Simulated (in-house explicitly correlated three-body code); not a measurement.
Computed with an exponentially correlated three-body code. Model: two electrons around a point charge, non-relativistic, variational in 260 exponentially correlated functions (energies converged to about 1e-7 hartree, or 1e-8 relative for large Z).

Command:
```bash
python run_hyl.py task.json out
```
Settings (lengths in bohr, energies in hartree):
```
Z                      1.5
screening              0.45
interaction_strength   1
functions              260
states_tried           13
```

Cost of the run: 26 s on 1 thread of AMD EPYC 9R45 96-Core Processor (Zen 5), on a shared host.

**Those bound S and P states to n = 4 that converged, binding against the one-electron ion.**

Given: nuclear charge 1.5; Yukawa screening of all interactions 0.45 1/bohr.

Computed: one-electron threshold -0.579686819 hartree.

```
term  energy (hartree)  binding (eV)
1 1S      -0.738649969        4.3256
```

**Converged states only, values per electron or pair (inverse distances are <exp(-kr)/r>).**

```
term  mean r (bohr)  mean r squared (bohr²)  mean inverse r (1/bohr)  mean r12 (bohr)  mean inverse r12 (1/bohr)  mean cosine  mean p1 dot p2 (bohr⁻²)  delta r1 (bohr⁻³)  delta r12 (bohr⁻³)
1 1S         1.4905                  3.2498                  0.78247           2.3214                    0.29768    -0.069997                 0.069129            0.61367            0.023427
```
